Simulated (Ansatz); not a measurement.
`[AlH2][SiH2]P` + `[SeH][SiH2][SeH]` → `P[Se][SiH2][SeH]` + `[AlH2][SiH3]`  (cleavage of the P–Si bond)

Program: Ansatz. Geometries: PBE0-D4/def2-TZVP. ΔE: electronic, gas phase. CCSD(T)/CBS is the MP2 limit (def2-TZVPP, def2-QZVPP) plus CCSD(T) − MP2 in def2-TZVPP, frozen cores. This one scheme is used for every species. Functionals use def2-TZVPP. For Se outer-core shells are correlated without core-valence functions, which leaves a few kJ/mol of doubt a bond. Scalar relativity is left out up to krypton. One conformer a species, not always the lowest.

`[AlH2][SiH2]P`:

```xyz
9

Al   -0.165    1.628    1.174
Si    0.723   -0.301   -0.059
P    -0.760   -0.917   -1.662
H    -0.684    2.894    0.368
H    -0.243    1.631    2.760
H     1.104   -1.441    0.823
H     1.954    0.107   -0.800
H    -0.202   -2.207   -1.867
H    -1.729   -1.393   -0.737
```

`[SeH][SiH2][SeH]`:

Z-matrix (Å, degrees):
```
Si
Se 1 2.274
Se 1 2.274 2 114.3
H 1 1.483 2 112.6 3 117.8
H 1 1.483 2 103.5 3 -122.8
H 2 1.469 1 92.9 3 -55.4
H 3 1.469 1 92.9 2 -55.5
```

`P[Se][SiH2][SeH]`:

Cartesian coordinates in Å:
```
P 1.115 -0.647 -1.866
Se -0.517 0.682 -1.008
Si -0.411 -0.312 1.039
Se -1.660 0.890 2.507
H 0.429 -0.999 -3.057
H 1.854 0.387 -2.497
H 1.009 -0.408 1.455
H -1.030 -1.660 1.036
H -0.787 2.067 2.391
```

`[AlH2][SiH3]`:

```xyz
7

Al   -0.872   -1.076   -0.256
Si    0.650    0.806    0.167
H    -1.400   -1.404   -1.717
H    -1.344   -1.989    0.956
H     0.044    1.763    1.139
H     1.926    0.325    0.773
H     0.997    1.574   -1.061
```

```csv
level,ΔE (kJ/mol)
PBE-D4,6.0
r2SCAN-D4,7.0
PBE0,7.8
HF/def2-SVP,7.2
MP2/def2-SVP,9.4
SCS-MP2/def2-TZVPP,0.4
CCSD(T)/def2-TZVPP,5.7
MP2/def2-QZVPP,0.8
```

Task: What does CCSD(T)/CBS give? (Best estimate.)

Result: Ansatz gave: +3.9 kJ/mol. The listed levels differ from it by 2.1, 3.1, 3.9, 3.3, 5.5, -3.5, 1.8, -3.1 kJ/mol.

Largest T1 diagnostic among the species: 0.014.

At CCSD(T), def2-SVP lies +7.3 kJ/mol from the extrapolated value and def2-TZVPP +1.8 kJ/mol. Leaving LDA and LC-ωPBE aside and taking each functional with its dispersion term where it has one, the values, not all of them listed here, spread over 10.7 kJ/mol, from BLYP-D4 to B97M-V.
